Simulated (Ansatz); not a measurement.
HOS, SMILES `O[S+]` (excited singlet) (charge 1, multiplicity 1). This singlet is an excited state, 0.54 eV above the relaxed triplet at the level composite: frozen-core CCSD(T) with HF/cc-pV5Z and the correlation energy extrapolated as X^-3 from cc-pVQZ and cc-pV5Z, plus CCSDT(Q) minus CCSD(T) in cc-pVDZ // B3LYP-D3(BJ)/def2-TZVP (Ansatz, a program for electronic structure).

Z-matrix (Å, degrees):
```
O
H 1 0.9919
S 1 1.5335 2 115.81
```
Charge +1, spin multiplicity 1.

Frozen-core energies in 6-31g from Ansatz at a geometry from B3LYP-D3(BJ)/def2-TZVP; the HF reference has <S^2> = 0.00 (restricted, and unstable towards unrestricted orbitals) and the T1 diagnostic is 0.030.

```json
[
 {"level": "HF", "energy (Ha)": "-472.44149"},
 {"level": "MP2", "energy (Ha)": "-472.63097"},
 {"level": "CCSD", "energy (Ha)": "-472.63634"}
]
```

**Question.** Estimate the energies of CCSD(T), CCSDT, CCSDT(Q) and CCSDTQ, and give each level's difference from CCSDTQ.

**Answer.** 
```
level     energy (Ha)  difference from CCSDTQ (mHa)
--------  -----------  ----------------------------
MP2        -472.63097                         13.88
CCSD       -472.63634                          8.50
CCSD(T)    -472.64319                          1.66
CCSDT      -472.64382                          1.02
CCSDT(Q)   -472.64505                         -0.20
CCSDTQ     -472.64484                          0.00
```
